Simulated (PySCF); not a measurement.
1-bromo-1-chlorocyclopropane (C3H4BrCl), SMILES ClC1(Br)CC1. Atoms are numbered in the order given.

```xyz
9

Cl     1.2074     1.5694     0.0000
C     -0.2464     0.5579     0.0000
Br     0.1467    -1.3424     0.0000
C     -1.4482     1.0339     0.7616
C     -1.4482     1.0339    -0.7616
H     -2.0509     0.2761     1.2850
H     -1.3510     1.9980     1.2843
H     -2.0509     0.2761    -1.2850
H     -1.3510     1.9980    -1.2843
```
Charge 0, spin multiplicity 1.

Geometry optimised at PBE-D3(BJ)/def2-SVP.

Method: PBE/def2-TZVP (PySCF).

Atomic charges (e):

```csv
atom,meta-Löwdin,Mulliken
Cl1,-0.06,-0.10
C2,0.01,0.17
Br3,-0.05,-0.09
C4,-0.23,-0.27
C5,-0.23,-0.27
H6,0.14,0.14
H7,0.14,0.14
H8,0.14,0.14
H9,0.14,0.14
```

Computed Mayer and Wiberg (Löwdin basis) orders of the bonds:
```csv
bond,Mayer,Wiberg
Cl1–C2,1.07,1.63
C2–Br3,1.03,1.53
C2–C4,0.98,1.27
C2–C5,0.98,1.27
C4–C5,0.98,1.26
C4–H6,0.94,0.86
C4–H7,0.93,0.86
C5–H8,0.94,0.86
C5–H9,0.93,0.86
```
